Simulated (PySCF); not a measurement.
**Telling isomers of C$_{5}$H$_{9}$B$_{2}$N apart by NMR**

- σ from GIAO-PBE0/pcSseg-1
- geometry from PBE0-D3(BJ)/def2-SVP
- spin–spin couplings from B3LYP/pcJ-1 (spin–dipole term left out of most H,H and C,H couplings)
- code: PySCF
- gas phase, no relativistic terms, a single conformation, rapidly exchanging positions averaged

Shifts are taken against calculated references (same method and geometry level): $^{1}$H (31.27 ppm) and $^{13}$C (184.41 ppm) against TMS. Multiplet labels drop J under 1 Hz and among equivalent protons, and merge close values. Unscaled 3J(H,H) run several per cent high. Vicinal couplings that depend on rotamer populations or ring flexing (ring, CH–CH, X–H and H–F types) are those of the one conformer. Couplings to H on boron are left out. Carbons bonded to boron are broad in practice. Shifts are as computed. Against solution values, carbons near 30 ppm lie about +2 ppm off and those near 130 ppm about +5 ppm. Of 1313 compounds with measured shifts, 239 miss one by over three times the rms of a fit or turn the order of signals round; such compounds aren't used in these exercises.

(1) Tabulate the signals of `B[BH2-][n+]1ccccc1`, `BCBn1cccc1` and their relative energies.

(2) What is the quickest way to tell B[BH2-][n+]1ccccc1 from BCBn1cccc1?

Results:

(1) 
```json
{"SMILES": "B[BH2-][n+]1ccccc1", "carbon types": "5×CH", "δC": "152.0, 141.4, 129.9", "δH": "9.70 (br, 2H), 8.74 (dd, 2H), 7.74 (tt, 1H), 7.37 (dd, 2H), 3.77 (br, 2H)", "E rel. (kcal/mol)": "26.3"}
{"SMILES": "BCBn1cccc1", "carbon types": "4×CH 1×CH2", "δC": "131.7, 121.7, 44.7", "δH": "7.69 (br, 2H), 7.20 (m, 2H), 6.59 (m, 2H), 5.84 (br, 1H), 3.39 (t, 2H)", "E rel. (kcal/mol)": "0.0"}
```

Energies are electronic energies at PBE0/pcSseg-1 on these geometries, without zero-point or thermal terms, each for the one conformer computed, which needn't be the lowest.

(2) Both give the same number of carbon signals, but DEPT or the intensities differ. The first has an aromatic CH next to a ring nitrogen at 152.0 ppm, the second an sp3 CH2 bonded to 2 B at 44.7 ppm. Their most deshielded carbons lie at 152.0 and 131.7 ppm. In the proton spectra the most deshielded non-exchanging signals are 9.70 (br, 2H) and 7.69 (br, 2H).
